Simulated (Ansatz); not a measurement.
Consider the hydrogenolysis of a B–Si bond: `C=C(O)B([SiH3])Cl` + H₂ → `C=C(O)BCl` + SiH₄.

Computed with Ansatz on PBE0-D4/def2-TZVP structures; ΔE is electronic, products minus reactants. CBS: MP2 limit from def2 TZ/QZ plus the TZ coupled-cluster correction, frozen cores. This one scheme is used for every species. DFT in def2-TZVPP. B3LYP here is the variant with VWN-RPA as its local correlation; programs differ in this. One conformer a species, not always the lowest.

`C=C(O)B([SiH3])Cl`:

Z-matrix (Å, degrees):
```
Si
B 1 2.022
H 1 1.489 2 109.9
H 1 1.487 2 111.5 3 120.5
H 1 1.489 2 109.9 3 -118.9
C 2 1.555 1 120.8 3 59.5
Cl 2 1.750 1 119.8 3 -120.5
O 6 1.364 2 112.5 1 0.3
C 6 1.338 2 124.0 1 -179.6
H 8 0.963 6 110.0 2 -179.9
H 9 1.087 6 122.5 2 179.9
H 9 1.081 6 119.8 2 -0.1
```

H₂:

Z-matrix (Å, degrees):
```
H
H 1 0.746
```

`C=C(O)BCl`:

```xyz
9

C     0.640   -1.082   -0.147
C    -0.222   -0.054   -0.131
O    -1.437   -0.074   -0.730
B     0.190    1.235    0.614
Cl   -0.867    2.612    0.691
H     1.593   -0.988    0.355
H     0.427   -2.024   -0.647
H    -1.574   -0.926   -1.158
H     1.249    1.303    1.154
```

SiH₄:

Cartesian coordinates in Å:
```
Si 0.000 0.000 0.000
H 1.479 -0.071 -0.103
H -0.453 -0.790 1.173
H -0.609 -0.554 -1.235
H -0.417 1.415 0.166
```

(1) Is it downhill or uphill in electronic energy at CCSD(T)/CBS, and by how much? (Best estimate.)

(2) What do these levels give: PBE0-D4, B3LYP-D4, HF/def2-QZVPP, SCS-MP2/def2-QZVPP, MP2/CBS(def2), CCSD/CBS(def2)? (Estimate.)

Largest T1 diagnostic among the species: 0.014.

Results:

(1) Computed: Downhill: ΔE = -39.4 kJ/mol.

(2) Computed: PBE0-D4 -36.4, B3LYP-D4 -41.5, HF/def2-QZVPP -76.5, SCS-MP2/def2-QZVPP -47.0, MP2/CBS(def2) -38.2, CCSD/CBS(def2) -45.4 kJ/mol.

The D4 term adds +13.3 kJ/mol with B3LYP and +7.4 kJ/mol with PBE0; it sums over pairs of atoms, weighted by their polarisabilities, and B3LYP, whose exchange is more repulsive, gets the larger term. In def2-TZVPP, CCSD(T) changes the Hartree–Fock value by +32.6 kJ/mol (the triples alone add +6.0 kJ/mol) and MP2 by +33.8 kJ/mol.
